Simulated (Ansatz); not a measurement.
B₅H₅⁻, that is [closo-B5H5]2- with one electron fewer, relaxed as a doublet with UKS PBE0-D4/def2-SVPD in Ansatz, starting from the PBE0-D4/def2-SVPD geometry of the charge -2 singlet. Force threshold 0.02 eV/Å.

Start:

```xyz
10

B    -0.3357   -0.5909    0.8038
B     0.9196    0.5082    0.0690
B    -0.6158    1.0444    0.5105
B     0.6156   -1.0443   -0.5111
B    -0.5832    0.0829   -0.8728
H    -0.7291   -1.2842    1.7458
H     1.9970    1.1044    0.1504
H    -1.1893    2.0162    0.9856
H     1.1880   -2.0168   -0.9859
H    -1.2670    0.1804   -1.8953
```

```json
{"step": "1", "energy (eV)": "-3455.1624", "largest force component (eV/Å)": "1.195", "SCF passes": "57"}
{"step": "2", "energy (eV)": "-3455.3597", "largest force component (eV/Å)": "0.470", "SCF passes": "25"}
{"step": "3", "energy (eV)": "-3455.3989", "largest force component (eV/Å)": "0.085", "SCF passes": "24"}
{"step": "4", "energy (eV)": "-3455.3995", "largest force component (eV/Å)": "0.018", "SCF passes": "27"}
```

Force components are those of the run's own axes.

End:

```xyz
10

B    -0.248   -0.569    0.863
B     0.893    0.490    0.076
B    -0.691    1.014    0.500
B     0.547   -1.086   -0.526
B    -0.520    0.143   -0.921
H    -0.620   -1.245    1.799
H     1.954    1.075    0.156
H    -1.248    1.969    0.973
H     1.115   -2.040   -0.988
H    -1.181    0.249   -1.932
```

By distances, no bond broke or formed. The bond that changes most is B1–B5, from 1.82 to 1.94 Å (atoms count from 1).

No frequencies were taken in this run, so the end may be a saddle point.

It took 15 s on 4 threads of Intel Xeon on a shared host.
